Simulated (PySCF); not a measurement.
C4H5FO, SMILES C1(C)OCC=1F. Heavy atoms are numbered as in [CH3:1][C:2]1=[C:3]([F:4])[CH2:5][O:6]1. Hydrogens are named by the atom that carries them.

Coordinates come from a r2SCAN-D4/def2-SVP optimisation.

Method: PBE/pcSseg-1 run with PySCF.

GIAO shieldings, no solvent; atoms alike by connectivity are averaged. δ = σ(ref) − σ: ¹³C against TMS (σ = 182.0 ppm); ¹⁹F against CFCl3 (σ = 133.6 ppm); ¹⁷O against H2O (σ = 334.3 ppm); ¹H against TMS (σ = 31.49 ppm), references at their B3LYP-D3(BJ)/def2-TZVP geometries, non-relativistic.

Computed chemical shifts:
```
nucleus     atoms  count  δ (ppm)
-------  --------  -----  -------
¹³C            C2      1    149.9
¹³C            C3      1    143.5
¹³C      C5 (CH2)      1     83.6
¹³C      C1 (CH3)      1     15.1
¹⁹F            F4      1   -165.5
¹⁷O            O6      1    113.0
¹H        H on C5      2     5.39
¹H        H on C1      3     2.28
```
